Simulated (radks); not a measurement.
Spherical quantum dot in the effective-mass picture: electrons in a parabolic well V = omega^2 r^2 / 2 with omega = 2.61, all in effective atomic units (hartree* = m*/eps^2 hartree, bohr* = eps/m* bohr), one dielectric constant everywhere. Calculated with a radial shooting solver with Libxc functionals: non-relativistic Kohn-Sham, r2SCAN, spin-polarised, spherical densities, generalised Kohn-Sham scheme. Levels are named by radial order and angular momentum (1s, 1p, 1d, 2s, ...), and open shells are averaged over m.

N = 4, configuration 1s2 1p(up 2, down 0). This is the lowest configuration that the search found. Occupied and some empty levels:

level,occupation,eigenvalue (hartree*),<r> (bohr*)
1s up,1,7.2663,0.7684
1s down,1,7.5118,0.7563
1p up,2,9.5161,0.9882
1p down,0,9.8004,0.9851
1d up,0,11.941,1.163
2s up,0,12.184,1.071
1d down,0,12.219,1.160
2s down,0,12.353,1.063
1f up,0,14.467,1.315
1f down,0,14.754,1.306

Energy (hartree*): total 26.5795, kinetic 9.1492, external 11.941, Hartree 8.1922, exchange-correlation -2.7026.

Electron density:

r (bohr*),n(r) (e/bohr*^3)
0.132,1.090
0.273,1.059
0.414,0.9914
0.555,0.8750
0.696,0.7147
0.837,0.5318
0.978,0.3569
1.12,0.2144
1.26,0.1152
1.40,0.05522
1.54,0.02356
1.68,0.008956
1.82,0.003040
